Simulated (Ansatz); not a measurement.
Cartesian coordinates in Å:
```
B 1.7185 -0.7250 -0.5424
N 0.4775 -0.1879 -0.1513
Si 0.2069 1.5565 -0.1376
C -0.5682 -1.0407 0.2357
C -1.7820 -0.6647 0.6248
H 1.8594 -1.9140 -0.5372
H 2.5995 0.0123 -0.8693
H -0.9130 1.8980 -1.0510
H 1.4594 2.1999 -0.5849
H -0.1484 1.9985 1.2348
H -0.3044 -2.0932 0.1939
H -2.0926 0.3725 0.6828
H -2.5126 -1.4121 0.9018
```

Charge 0, multiplicity 1.

(1) List the r2SCAN/def2-TZVPP orbital energies in eV (the Gaussian-basis code of Ansatz). (Best estimate.)

Answers

(1) Ansatz gave: Occupied: -1791.49, -385.99, -274.30, -272.97, -180.28, -141.93, -96.81, -96.77, -96.77, -24.07, -19.52, -15.69, -14.36, -13.19, -11.72, -11.26, -10.18, -9.72, -9.19, -9.04, -8.52, -7.99, -6.21. Lowest empty: -1.34, -0.16, 0.04, 0.83, 1.21, 1.38, 1.92, 2.92.
